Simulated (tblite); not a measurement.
Compound: C6H11ClOSi.
Geometry (GFN2-xTB, Å), atoms numbered from 1 in this order:
```
atom  x, y, z in Å
C1    -2.3764    1.4367    0.2577
C2    -1.2419    0.9944    0.7669
C3    -0.2964    0.0441    0.0645
C4    -0.4890    0.1805   -1.4290
O5    -0.8645   -0.6792   -2.1737
C6     1.1532    0.4372    0.3902
Si7    2.5056   -0.6234   -0.4417
C8    -0.6161   -1.3968    0.4698
Cl9   -0.3657   -1.6619    2.2068
H10   -2.7184    1.1480   -0.7230
H11   -3.0160    2.1062    0.8073
H12   -0.9327    1.2884    1.7605
H13   -0.2353    1.1934   -1.7981
H14    1.2785    0.3943    1.4736
H15    1.2871    1.4839    0.1064
H16    2.6191   -1.9151    0.2341
H17    3.7612    0.1155   -0.3128
H18    2.1762   -0.8129   -1.8542
H19    0.0268   -2.0968   -0.0638
H20   -1.6605   -1.6257    0.2554
```

Calculated harmonic vibrations of the isolated species, GFN2-xTB (tblite), most abundant isotopes, no scaling. Against measured fundamentals such values can be off by several per cent, at times by over 20. Modes of hydrogen on silicon can be 10 to 20 % off. One conformer, not necessarily the lowest.

Harmonic wavenumbers (cm⁻¹): 37.4, 44.2, 65.2, 93.9, 125.0, 145.4, 195.7, 218.3, 264.3, 283.0, 329.1, 382.3, 473.3, 511.1, 533.2, 597.4, 651.3, 724.8, 760.0, 776.7, 784.9, 791.3, 798.8, 814.5, 887.1, 903.9, 910.1, 990.5, 1022.1, 1051.7, 1074.7, 1156.7, 1185.2, 1214.7, 1257.9, 1275.3, 1300.3, 1377.0, 1409.6, 1433.3, 1470.4, 1704.1, 1786.9, 2280.5, 2281.0, 2282.3, 2764.6, 2965.1, 2983.9, 2985.5, 2987.8, 3067.0, 3100.5, 3127.9.

A = 1146, B = 1027, C = 713.8 MHz; mass 162.027 u (most abundant isotopes); point group C1, symmetry number 1.

Question: Zero-point energy?

Answer: ½Σν̃ = 32319 cm⁻¹ = 92.41 kcal/mol.

Question: Give the ideal-gas entropy at 400 K and 1 bar in the rigid-rotor, harmonic-oscillator model (classical rotation).

Answer: Translation 42.64, rotation 31.20, vibration 51.43: S = 125.3 cal/(mol K).

Question: And Cp and H(400 K) − H(0)?

Answer: Cp = 55.46 cal/(mol K), of which vibrations give 47.51 (their classical limit is 54 R = 107.3); H(400 K) − H(0) = 13.32 kcal/mol without the zero-point energy, 10.14 from vibrations.

Question: How do the functions run with temperature in this model?

Answer: 
| T (K) | S (cal/(mol K)) | Cp (cal/(mol K)) | H − H(0) (kcal/mol) | G − H(0) (kcal/mol) | ln q(vib) |
| --- | --- | --- | --- | --- | --- |
| 50 | 62.9 | 15.9 | 0.58 | -2.57 | 1.03 |
| 100 | 76.1 | 22.5 | 1.54 | -6.06 | 2.90 |
| 298.15 | 110.6 | 44.8 | 8.20 | -24.77 | 9.82 |
| 373.15 | 121.5 | 52.8 | 11.86 | -33.48 | 12.26 |
| 500 | 138.6 | 64.1 | 19.31 | -49.99 | 16.26 |
| 750 | 167.7 | 79.5 | 37.41 | -88.40 | 23.64 |
| 1000 | 192.1 | 89.4 | 58.60 | -133.47 | 30.34 |

q(vib) and H(0) count from the zero-point level.

Question: Blend soft modes into free rotors: weight 1/[1 + (100 cm⁻¹/ν̃)⁴] for the oscillator and the rest for a rotor with moment μB/(μ + B), μ = h/(8π²ν), B = 10⁻⁴⁴ kg m². What vibrational entropy results?

Answer: 46.05 cal/(mol K) in place of 51.43, which changes −T·S at 400 K by +2.15 kcal/mol.

Hindered rotation and anharmonicity are outside this model. Other conformers, if any are populated, would add a mixing term that is left out. The structure is chiral; the term R ln 2 for an equal mix with its mirror image is left out.
